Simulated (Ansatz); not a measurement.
Input file for Ansatz (a quantum-chemistry and plane-wave program): U-MP2/cc-pVTZ on CHO2 (SMILES O=[C]O), 2S+1 = 2, atoms moved off the minimum.

Ansatz 0.2 input:
```yaml
crystal:
  periodic: [false, false, false]
  atoms:
    - {symbol: O, position_ang: [0.84001276, -0.62299858, -0.10831619]}
    - {symbol: C, position_ang: [0.33849765, 0.36543771, 0.02021526]}
    - {symbol: O, position_ang: [-0.94207161, 0.63688937, 0.02862235]}
    - {symbol: H, position_ang: [-1.42761208, -0.34538879, -0.39967933]}
basis:
  gaussian:
    orbitals: cc-pVTZ
magnetization: {spin_polarized: true, initial_magnetization: 1}
correlation: {method: mp2, electrons: outside_noble_gas}
scf: {omitted_lower_state_checks: [cluster_reference]}
output: {forces: true}
```

The head of its log:

```
WARN ansatz: RAYON_NUM_THREADS=1 ignored (pool sized by the plan → 1); use --threads N
Functional definition: HF
these checks for a lower state are left out or cut short: cluster_reference
integrals: 0.06 GiB planned
632 factors; integrals over basis functions are off by at most 8.1e-4 eV
mean field: 0.21 GiB planned
mean field evaluation 1: about -5117.6961 eV, gradient 2.6e1 eV
mean field evaluation 2: about -5117.7001 eV, gradient 2.6e1 eV
mean field evaluation 4: about -5120.2325 eV, gradient 2.8e0 eV
mean field evaluation 8: about -5120.3275 eV, gradient 3.5e-1 eV
mean field -5120.33184725 eV, -188.1687247007 hartree, gradient 8.0e-6 eV, S^2 0.764862; 0 other end points of the search recorded, 0 dependent functions left out
3 core orbitals not correlated
reference -5120.33184725 eV, -188.1687247007 hartree; 9, 8 occupied and 92, 93 virtual orbitals, 632 factors
densities: 0.23 GiB planned
```

Q: Predict the final total energy.

A: -188.7689 hartree.
